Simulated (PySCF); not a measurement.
Results of a calculation; reference values are marked as such.
# CH9SSi3

CH9SSi3 is a small molecule (built as: Si site whose three back bonds go to SiH3, CH3, SSiH3), neutral, doublet. The structure, one conformer, was relaxed in the gas phase by PBE0-D3(BJ)/def2-SVP. No frequency run checks that it is a minimum.

SMILES: C[Si]([SiH3])S[SiH3]

Coordinates in Å:
```
Si1     0.129    0.871   -0.392
Si2    -1.560    0.067    1.030
C3     -0.552    1.529   -2.022
S4      1.571   -0.647   -0.926
Si5     1.990   -1.490    1.008
H6     -2.206   -1.182    0.514
H7     -1.007   -0.209    2.391
H8     -2.598    1.140    1.146
H9      0.259    1.944   -2.640
H10    -1.288    2.326   -1.833
H11    -1.044    0.724   -2.591
H12     3.196   -2.347    0.835
H13     2.256   -0.416    2.010
H14     0.847   -2.324    1.487
```

EPR values by unrestricted B3LYP, IGLO-III on C S Si, pcH-1 on H.

(1) Predict g and the largest hyperfine couplings. Where does the spin sit?

(2) How do the isotropic couplings move with BHandHLYP?

Answers

(1) g = 2.0020, 2.0050, 2.0097. The spin sits on Si1 (79 %, bonded to 1 C + 1 S + 1 Si) by Mulliken populations.
```
atom  isotope  isotropic (MHz)  dipolar, principal values (MHz)
 Si1     29Si           -489.0               -144.3, 71.2, 73.1
 Si2     29Si            -88.2                 -18.9, 7.8, 11.1
  H6       1H             62.3                  -2.5, -0.2, 2.7
 H11       1H             55.2                   -3.5, 0.2, 3.2
  S4      33S              6.8               -12.6, -11.2, 23.8
  C3      13C             17.6                  -3.5, -3.0, 6.5
```

(2) Si1 -489.0 to -527.2 MHz, Si2 -88.2 to -88.3 MHz, H6 62.3 to 61.2 MHz, H11 55.2 to 55.1 MHz.
